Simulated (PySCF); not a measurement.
(E)-1-chloro-3,3-difluoroprop-1-ene (C₃H₃ClF₂), SMILES FC(F)/C=C/Cl. The structure is a stationary point at PBE0-D3(BJ)/def2-SVP. Other conformers were not sampled.

Question: Give the equilibrium geometry at PBE0-D3(BJ)/def2-SVP (PySCF confirms it by a frequency run) as Cartesian coordinates in Å. (An estimate is asked for; the answer gives what the named calculation found.)

Answer: One answer among several that fit: 
```xyz
9

F     -1.9067    -1.5060     0.5944
C     -1.3372    -0.3023     0.8360
F     -1.9966     0.6259     0.1091
C      0.1117    -0.3445     0.4760
C      0.6508     0.5166    -0.3835
Cl     2.3115     0.5056    -0.8174
H     -1.4941    -0.0695     1.9058
H      0.7112    -1.1191     0.9618
H      0.0644     1.2965    -0.8741
```
Charge 0, spin multiplicity 1.
